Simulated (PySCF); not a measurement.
B3LYP has the VWN-RPA correlation part, as in Gaussian. 

Cartesian coordinates (Å):
```xyz
17

Nb     0.4414     1.2243    -0.4120
O     -0.5853    -0.1508    -0.2132
O      1.6110     1.3046     1.0923
C      1.9373     0.6440     2.2923
H      1.8058     1.3329     3.1562
H      3.0005     0.3162     2.2717
H      1.2957    -0.2520     2.4553
O     -0.6650     2.7750    -0.4993
C     -2.0056     3.2010    -0.4372
H     -2.2803     3.7368    -1.3730
H     -2.1448     3.9029     0.4151
H     -2.7033     2.3429    -0.3044
O      1.4233     0.9929    -2.0304
C      1.5981     0.1124    -3.1154
H      1.3524     0.6285    -4.0701
H      0.9469    -0.7868    -3.0233
H      2.6574    -0.2241    -3.1680
```
Charge 0, multiplicity 1.

Problem. What is the computed LUMO, total energy, HOMO, dipole moment, HOMO–LUMO gap and charge on the central atom (Mulliken) (B3LYP-D3(BJ)/def2-TZVP // BP86-D3(BJ)/def2-SVP (PySCF))?

Solution. 
```yaml
LUMO: -0.80 eV
total_energy: -478.0443 Ha
HOMO: -7.87 eV
dipole_moment: 0.83 D
HOMO–LUMO gap: 7.07 eV
charge on the central atom (Mulliken): 1.76 e
```
